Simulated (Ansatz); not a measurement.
# CH3Se−: structure from calculated spectroscopic constants

These gas-phase data were calculated for one isomer of CH3Se− at r2SCAN-D4/def2-SVPD (harmonic, unscaled wavenumbers; equilibrium rotational constants with average atomic masses):

* rotational constants: 121.3, 10.43, 10.25 GHz
* all wavenumbers above 1500 cm⁻¹: 3053, 2971, 1805

Candidates:

(1) `C[Se-]`, a singlet
(2) `[CH2-][SeH]`, a singlet

Assign the data to one candidate and say why.

Candidate (2). 2 modes lie between 2750 and 3290 cm⁻¹, one for each C–H bond, while (1) has 3.

The same quantities for all candidates:

```tsv
	rotational constants (GHz)	wavenumbers above 1500 cm⁻¹	E above the lowest, r2SCAN-D4/def2-SVPD (kcal/mol)
(1)	157.9, 9.062, 9.062	3069, 3069, 2982	0.0
(2)	121.3, 10.43, 10.25	3053, 2971, 1805	47.8
```

Harmonic stretches to hydrogen usually lie a few per cent above observed fundamentals. Each candidate is one conformer. Programs: Ansatz 0.2.0.
